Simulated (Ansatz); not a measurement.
Gas-phase electronic energies from Ansatz, PBE0-D4/def2-TZVP geometries. CBS: MP2 limit from def2 TZ/QZ plus the TZ coupled-cluster correction, frozen cores. This one scheme is used for every species. Functionals use def2-TZVPP. B3LYP here is the variant with VWN-RPA as its local correlation; programs differ in this. Elements past krypton have def2 core potentials. For Y outer-core shells are correlated without core-valence functions, which leaves a few kJ/mol of doubt a bond. Each species was taken in one conformer, which may not be the lowest.

Consider the ligand exchange at the Si–C bond: `FC([SiH3])CCl` + `C[N](C)[Y]([OH])[OH]` → `C[N](C)[Y]([OH])[O][SiH3]` + `FCCCl`.

```csv
level,ΔE (kcal/mol)
PBE-D4,-28.9
r2SCAN-D4,-32.4
B2PLYP,-34.3
PBE0,-31.7
B3LYP,-33.7
CCSD(T)/def2-TZVPP,-34.1
HF/def2-QZVPP,-40.9
CCSD/CBS(def2),-34.3
```

Task: What does CCSD(T)/CBS give? (Estimate.)

Result: The calculation gave: -33.4 kcal/mol. The listed levels differ from it by 4.5, 1.0, -0.9, 1.7, -0.3, -0.7, -7.5, -0.9 kcal/mol.

Largest T1 diagnostic among the species: 0.014.

The D4 term adds +0.9 kcal/mol with B3LYP and +0.5 kcal/mol with PBE0; it sums over pairs of atoms, weighted by their polarisabilities, and B3LYP, whose exchange is more repulsive, gets the larger term. In def2-TZVPP, CCSD(T) changes the Hartree–Fock value by +6.3 kcal/mol (the triples alone add +0.8 kcal/mol) and MP2 by +5.9 kcal/mol.
